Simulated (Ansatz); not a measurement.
Ansatz (a quantum-chemistry and plane-wave program) input (CCSD(T)/cc-pVTZ):

Ansatz 0.2 input:
```yaml
crystal:
  periodic: [false, false, false]
  atoms:
    - {symbol: C, position_ang: [-1.97981384, 0.31345445, 0.08106135]}
    - {symbol: C, position_ang: [-0.59520771, 0.33550821, 0.22445860]}
    - {symbol: C, position_ang: [0.41655720, -0.47129340, -0.27200996]}
    - {symbol: C, position_ang: [1.87146543, -0.19567638, -0.05193242]}
    - {symbol: H, position_ang: [-2.60393903, 1.02062362, 0.61400246]}
    - {symbol: H, position_ang: [-2.48447479, -0.44772868, -0.50777386]}
    - {symbol: H, position_ang: [-0.22722236, 1.15471460, 0.85683163]}
    - {symbol: H, position_ang: [0.16332696, -1.30682459, -0.92435528]}
    - {symbol: H, position_ang: [1.99224342, 0.62843535, 0.66328125]}
    - {symbol: H, position_ang: [2.44082811, 0.10710347, -0.95719285]}
    - {symbol: H, position_ang: [2.44123108, -1.04828114, 0.36574115]}
basis:
  gaussian:
    orbitals: cc-pVTZ
total_charge: -1
magnetization: {spin_polarized: false}
correlation: {method: ccsd_t, electrons: outside_noble_gas}
```

End of the output:

```
integrals: 1.05 GiB planned
1227 factors; integrals over basis functions are off by at most 1.0e-3 eV
mean field: 0.80 GiB planned
mean field evaluation 1: about -4228.9927 eV, gradient 2.7e1 eV
mean field evaluation 2: about -4228.9943 eV, gradient 2.7e1 eV
mean field evaluation 4: about -4231.3625 eV, gradient 3.9e0 eV
mean field evaluation 8: about -4231.4131 eV, gradient 9.9e-4 eV
mean field evaluation 16: about -4231.4127 eV, gradient 2.5e-1 eV
mean field -4231.41313363 eV, -155.5015645060 hartree, gradient 3.0e-6 eV, S^2 0.000000; 0 other end points of the search recorded, 0 dependent functions left out
4 core orbitals not correlated
reference -4231.41313363 eV, -155.5015645060 hartree; 12, 12 occupied and 202, 202 virtual orbitals, 1227 factors
second order -19.08242631 eV of doubles, -0.00000000 eV of singles
coupled cluster: 3.40 GiB planned
cycle   1  -19.45819528 eV  change   -3.8e-1 eV  update   9.6e-2
cycle   2  -19.93295417 eV  change   -4.7e-1 eV  update   2.8e-2
cycle   3  -20.03421662 eV  change   -1.0e-1 eV  update   1.4e-2
cycle   4  -20.02670044 eV  change    7.5e-3 eV  update   4.0e-3
cycle   5  -20.02640954 eV  change    2.9e-4 eV  update   1.8e-3
cycle   6  -20.02638860 eV  change    2.1e-5 eV  update   5.2e-4
cycle   7  -20.02613719 eV  change    2.5e-4 eV  update   2.0e-4
cycle   8  -20.02608830 eV  change    4.9e-5 eV  update   5.7e-5
cycle   9  -20.02609888 eV  change   -1.1e-5 eV  update   1.9e-5
perturbative correction -0.91391652 eV, -0.0335858126 hartree
Total energy: -4252.35314902 eV, -156.2710958781 hartree
```

It need not be the lowest isomer of its formula. Whether it binds its extra electron was not tested at this geometry.
